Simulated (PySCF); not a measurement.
H₂B₃Cl₃N₃ (SMILES ClB1[N]B(Cl)NB(Cl)N1), doublet, geometry from GFN2-xTB; SVWN5/STO-3G run with PySCF.

PySCF was given this input:
```python
from pyscf import gto, scf, dft

mol = gto.Mole()
mol.atom = '''
    Cl    3.075975   -0.770401   -0.227276
    B     1.430843   -0.293692   -0.103885
    N     0.961600    0.998372   -0.035859
    B    -0.344156    1.421936    0.063361
    Cl   -0.878554    3.051854    0.145333
    N    -1.333405    0.365860    0.099428
    B    -0.959198   -0.995879    0.035769
    Cl   -2.158168   -2.240699    0.080480
    N     0.412666   -1.321808   -0.065093
    H    -2.305129    0.633437    0.171913
    H     0.714352   -2.285047   -0.112592
'''
mol.basis = 'sto-3g'
mol.charge = 0
mol.spin = 1
mol.verbose = 4
mol.build()

mf = dft.UKS(mol)
mf.xc = 'lda,vwn'
mf = mf.newton()
mf.kernel()
```

The log (banner, timings and long lists left out):

```
PySCF version 2.14.0

[INPUT] verbose = 4
[INPUT] num. atoms = 11
[INPUT] num. electrons = 89
[INPUT] charge = 0
[INPUT] spin (= nelec alpha-beta = 2S) = 1
[INPUT] symmetry False subgroup None
[INPUT] Mole.unit = angstrom
[INPUT] Symbol           X                Y                Z      unit          X                Y                Z       unit  Magmom
[INPUT]  1 Cl     3.075975000000  -0.770401000000  -0.227276000000 AA    5.812750316009  -1.455846896091  -0.429489394687 Bohr   0.0
[INPUT]  2 B      1.430843000000  -0.293692000000  -0.103885000000 AA    2.703901397251  -0.554997444976  -0.196314198450 Bohr   0.0
[INPUT]  3 N      0.961600000000   0.998372000000  -0.035859000000 AA    1.817160641382   1.886649650434  -0.067763689101 Bohr   0.0
[INPUT]  4 B     -0.344156000000   1.421936000000   0.063361000000 AA   -0.650360584126   2.687069606660   0.119734936979 Bohr   0.0
[INPUT]  5 Cl    -0.878554000000   3.051854000000   0.145333000000 AA   -1.660226445641   5.767168232158   0.274639566861 Bohr   0.0
[INPUT]  6 N     -1.333405000000   0.365860000000   0.099428000000 AA   -2.519770263126   0.691375199933   0.187891689113 Bohr   0.0
[INPUT]  7 B     -0.959198000000  -0.995879000000   0.035769000000 AA   -1.812621519231  -1.881938563206   0.067593613750 Bohr   0.0
[INPUT]  8 Cl    -2.158168000000  -2.240699000000   0.080480000000 AA   -4.078346450800  -4.234307437587   0.152085158505 Bohr   0.0
[INPUT]  9 N      0.412666000000  -1.321808000000  -0.065093000000 AA    0.779825720920  -2.497855109259  -0.123007942626 Bohr   0.0
[INPUT] 10 H     -2.305129000000   0.633437000000   0.171913000000 AA   -4.356062491793   1.197022447166   0.324868487252 Bohr   0.0
[INPUT] 11 H      0.714352000000  -2.285047000000  -0.112592000000 AA    1.349929636535  -4.318113011759  -0.212768043817 Bohr   0.0

nuclear repulsion = 588.997610224703
number of shells = 35
number of NR pGTOs = 177
number of NR cGTOs = 59
basis = sto-3g
ecp = {}

******** <class 'pyscf.soscf.newton_ah.SecondOrderUKS'> ********
method = SecondOrderUKS
initial guess = minao
damping factor = 0
level_shift factor = 0
DIIS = <class 'pyscf.scf.diis.CDIIS'>
diis_start_cycle = 1
diis_space = 8
diis_damp = 0
SCF conv_tol = 1e-09
SCF conv_tol_grad = None
SCF max_cycles = 50
direct_scf = True
direct_scf_tol = 1e-13
number electrons alpha = 45  beta = 44
XC library pyscf.dft.libxc version 7.1.2
    S. Lehtola, C. Steigemann, M. J. T. Oliveira, and M. A. L. Marques,  SoftwareX 7, 1–5 (2018)
XC functionals = lda,vwn
    P. A. M. Dirac,  Math. Proc. Cambridge Philos. Soc. 26, 376 (1930)
    F. Bloch,  Z. Phys. 57, 545 (1929)
    S. H. Vosko, L. Wilk, and M. Nusair,  Can. J. Phys. 58, 1200 (1980)
radial grids:
    Treutler-Ahlrichs [JCP 102, 346 (1995); DOI:10.1063/1.469408] (M4) radial grids

becke partition: Becke, JCP 88, 2547 (1988); DOI:10.1063/1.454033
pruning grids: <function nwchem_prune>
grids dens level: 3
symmetrized grids: False
atomic radii adjust function: <function treutler_atomic_radii_adjust>
small_rho_cutoff = 0
******** <class 'pyscf.dft.uks.UKS'> Newton solver flags ********
SCF tol = 1e-09
conv_tol_grad = None
max. SCF cycles = 50
direct_scf = True
direct_scf_tol = 1e-13
max_cycle_inner = 12
max_stepsize = 0.05
ah_start_tol = 1e+09
ah_level_shift = 0
ah_conv_tol = 1e-12
ah_lindep = 1e-14
ah_start_cycle = 1
ah_max_cycle = 40
ah_grad_trust_region = 2.5
kf_interval = 4
kf_trust_region = 5
canonicalization = True
Set conv_tol_grad to 3.16228e-05
tot grids = 160104

Initial guess E= -1596.01216908397  |g|= 0.408695
macro= 0  E= -1596.12850541711  delta_E= -0.116336  |g|= 0.037181  3 KF 9 JK
macro= 1  E= -1596.12866939561  delta_E= -0.000163978  |g|= 9.82869e-05  3 KF 10 JK
macro= 2  E= -1596.12866939561  delta_E= -4.54747e-13  |g|= 1.04984e-05  1 KF 2 JK
Canonicalize SCF orbitals
macro X = 3  E=-1596.12866939561  |g|= 1.04984e-05  total 8 KF 25 JK
converged SCF energy = -1596.12866939561  <S^2> = 0.75357313  2S+1 = 2.0035699
```
